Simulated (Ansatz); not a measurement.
Ansatz (a quantum-chemistry and plane-wave program) input (RI-MP2/def2-QZVPP):
A basis named .json is the Basis Set Exchange file of that set.

Ansatz 0.2 input:
```yaml
crystal:
  periodic: [false, false, false]
  atoms:
    - {symbol: Ti, position_ang: [-0.00000000, 0.00000000, -0.00000000]}
    - {symbol: F, position_ang: [-1.51471230, -0.93382908, 0.02815765]}
    - {symbol: F, position_ang: [0.01926686, 1.64401253, -0.68120082]}
    - {symbol: F, position_ang: [1.49544544, -0.71018345, 0.65304317]}
basis:
  gaussian:
    orbitals: def2-QZVPP.json
    fitting: {mean_field: def2-universal-jkfit, correlation: def2-QZVPP-RIFIT.json}
magnetization: {spin_polarized: true, initial_magnetization: 1}
correlation: {method: mp2, electrons: outside_noble_gas}
```

Output:

```
Functional definition: HF
integrals: 0.34 GiB planned
495 factors; integrals over basis functions are off by at most 1.4e0 eV
732 factors; integrals over basis functions are off by at most 7.1e-1 eV
mean field: 0.98 GiB planned
mean field evaluation 1: about -31204.1591 eV, gradient 4.7e1 eV
mean field evaluation 2: about -31202.3305 eV, gradient 6.5e1 eV
mean field evaluation 4: about -31214.7668 eV, gradient 3.9e0 eV
mean field evaluation 8: about -31215.1313 eV, gradient 5.1e-4 eV
mean field evaluation 16: about -31214.7885 eV, gradient 1.2e0 eV
mean field evaluation 32: about -31214.6200 eV, gradient 3.6e0 eV
mean field -31215.13126362 eV, -1147.1349155621 hartree, gradient 1.2e-6 eV, S^2 0.753529; 8 other end points of the search recorded, 0 dependent functions left out
12 core orbitals not correlated
reference -31215.13126362 eV, -1147.1349155621 hartree; 13, 12 occupied and 239, 240 virtual orbitals, 732 factors
second order -25.58944598 eV of doubles, -0.00000000 eV of singles
Total energy: -31240.72070960 eV, -1148.0753103566 hartree
```

The spin state was set by rule; other spins were not relaxed.
